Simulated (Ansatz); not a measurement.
Reaction (isomerisation): `FCC1=C[SiH2]1` → `FC1C=C[SiH2]1`

Computed with Ansatz on PBE0-D4/def2-TZVP structures; ΔE is electronic, products minus reactants. CBS: MP2 limit from def2 TZ/QZ plus the TZ coupled-cluster correction, frozen cores. Functionals use def2-TZVPP. One conformer a species, not always the lowest.

Question: Is it downhill or uphill in electronic energy at CCSD(T)/CBS, and by how much? (An estimate is asked.)

Answer: Computed: Downhill: ΔE = -15.3 kcal/mol.

Question: What do these levels give: r2SCAN-D4, B2PLYP, PBE0, HF/def2-TZVPP, MP2/def2-QZVPP, HF/CBS(def2)? (An estimate is asked.)

Answer: Ansatz gave: r2SCAN-D4 -13.5, B2PLYP -14.0, PBE0 -14.3, HF/def2-TZVPP -14.5, MP2/def2-QZVPP -14.4, HF/CBS(def2) -14.5 kcal/mol.

Largest T1 diagnostic among the species: 0.012.
